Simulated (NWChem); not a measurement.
CH$_{3}$ClSn, singlet; SMILES [CH3][Sn][Cl]

Results from NWChem. Low-valent species are run as closed-shell singlets; no triplet was tried in these runs. Structure relaxed at the PBE0/def2-SVP (def2 core potentials past Kr) level.

For level B3LYP/3-21G, non-relativistic:

* **highest occupied level (eV)**: -6.36
* **orbital gap (eV)**: 3.34
* **dipole (D)**: 3.54

Q: Estimate the same quantities for level B3LYP/STO-3G, non-relativistic.

A: 
- highest occupied level (eV) = -3.69
- orbital gap (eV) = 3.58
- dipole (D) = 2.97
